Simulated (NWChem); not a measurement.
System: TaH2SO2F; SMILES [OH][Ta]([OH])([F])=[S]

The following NWChem deck was run.

```
start job
memory heap 200 mb stack 900 mb global 1100 mb
geometry units angstroms
  Ta    -0.198906    -0.052118     0.067094
  S      1.461706     0.892501    -1.140080
  F      0.877177    -1.061140     1.344239
  O     -0.797710    -1.311828    -1.078714
  H     -1.074377    -1.948593    -1.739968
  O     -0.789237     1.359668     1.024337
  H     -1.061368     2.153015     1.488895
end
basis spherical
  * library def2-svp
end
ecp
  Ta library def2-ecp
end
dft
  xc xpbe96 cpbe96
  disp vdw 4
  iterations 150
end
driver
  maxiter 120
end
task dft optimize
```

No frequency run checked for a minimum. def2 effective core potentials on Ta; no spin-orbit coupling.

The level has its own optimisation.

Task: Predict the main results of this run. (PBE-D3(BJ)/def2-SVP with def2 effective core potentials on Ta.) Quantities: r S–Ta (Å); r F–Ta (Å); r O–Ta (Å); r H–O (Å); dipole (D).

Result: 
```
Quantity    Value
----------  -----
r S–Ta (Å)  2.184
r F–Ta (Å)  1.895
r O–Ta (Å)  1.902
r H–O (Å)   0.973
dipole (D)   2.51
```
